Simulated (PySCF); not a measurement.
# Stationary points of SnH₂

Computed with PBE0/[Sn def2-TZVP with ECP28, H def2-TZVP], scalar-relativistic core potentials, density fitting, no spin–orbit coupling, PySCF.

Relaxations began from a few typed shapes. The search is not exhaustive: other isomers or separated fragments can lie lower, and high-lying points may rest on an excited occupation.

```tsv
spin	group	bonds	angles	imaginary modes (cm⁻¹)	ΔE (kJ/mol)	ΔE with ZPE (kJ/mol)
singlet	C2v	Sn–H 1.773 Å (×2)	H–Sn–H 90.6°	none	0.0	0.0
singlet	D∞h	Sn–H 1.639 Å (×2)	H–Sn–H 180.0°	1766i	301.2	–
```

The lowest minimum found is the singlet C2v: Sn–H 1.773 Å (×2); H–Sn–H 90.6°.

Counting electrons, tin keeps 2 of its valence electrons outside its bonds, so the VSEPR class is AX2E1 and the expected shape is bent (C2v), as computed. The angle of 91° is close to 90°: the heavy centre bonds with nearly pure p orbitals and keeps its lone pair s-like.

The electron or spin density has lower symmetry than the nuclear frame for the singlet D∞h at 301.2 kJ/mol.
